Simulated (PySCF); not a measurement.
SMILES [GeH3][c]1cccs1 at its GFN2-xTB optimised geometry (Å):

```
12

Ge     2.3414    -0.2928     0.0000
C      0.4123    -0.2928     0.0000
C     -0.4488     0.7645     0.0000
C     -1.8073     0.3834    -0.0044
C     -1.9653    -0.9644    -0.0078
S     -0.4594    -1.7877    -0.0060
H      2.8754    -0.8582    -1.2745
H      2.8667    -1.1184     1.1263
H      2.8190     1.1121     0.1488
H     -0.1117     1.7877     0.0039
H     -2.6258     1.0813    -0.0044
H     -2.8754    -1.5310    -0.0099
```

Calculation: PBE0/def2-TZVP (PySCF).

Map of the deformation density (molecule minus spherical neutral atoms) (e/bohr³) on the plane z = 0.6 Å:

```
|2222222222222222222222222222222|
|2222222222222222222222222222222|
|2222222222222222222222222222222|
|2222222222222222222222222222222|
|2222222222222222222222222222222|
|2222222222222222222222222222222|
|2222222222222222222222222222222|
|2222222222222222222222222222222|
|2222222222222211122222222222222|
|2222222222221221122222222222222|
|2222221111111233212222222222222|
|2222221122111133211222332222222|
|2222211332122001111122454322222|
|2222222331144113211112465322222|
|2222221210133246422211343222222|
|2222221124311135424421222222222|
|2222221136510012125422233222222|
|2222221124310013223322477422222|
|2222212221231024422223698422222|
|2222212431343124321112465322222|
|2222212322243333111112233222222|
|2222211221222464211222222222222|
|2222222221112454222222222222222|
|2222222222212333222222222222222|
|2222222222222222222222222222222|
|2222222222222222222222222222222|
|2222222222222222222222222222222|
|2222222222222222222222222222222|
|2222222222222222222222222222222|
|2222222222222222222222222222222|
|2222222222222222222222222222222|
```
Scale: ten equal steps from -0.017 (start of '0') to 0.043 (end of '9'), in the order '0123456789'; x runs from -5.00 to 5.00, y from -5.00 (bottom) to 5.00 (top).
